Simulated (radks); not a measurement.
Results of a calculation; reference values are marked as such.
Removal energies from the holmium ion Ho7+, [Kr] 4d10 4f7 5s2 5p5, by Delta-SCF beside the eigenvalue of the level emptied. Code: a radial shooting solver on a logarithmic mesh with Libxc functionals. Model: scalar-relativistic Kohn-Sham, r2SCAN, spin-polarised, spherical densities, finite nucleus; meta-GGA in the generalised Kohn-Sham scheme; Fermi nuclear charge, rms radius of each element as measured or else 0.836 A^(1/3) + 0.57 fm. Open shells are filled with parallel spins first.

removed from    final configuration  Delta-SCF (eV)  -eigenvalue (eV)
5p            [Kr] 4d10 4f7 5s2 5p4          128.43            120.70
4f            [Kr] 4d10 4f6 5s2 5p5          139.72            126.14
5s            [Kr] 4d10 4f7 5s1 5p5          159.20            150.85
4d             [Kr] 4d9 4f7 5s2 5p5          293.96            280.12
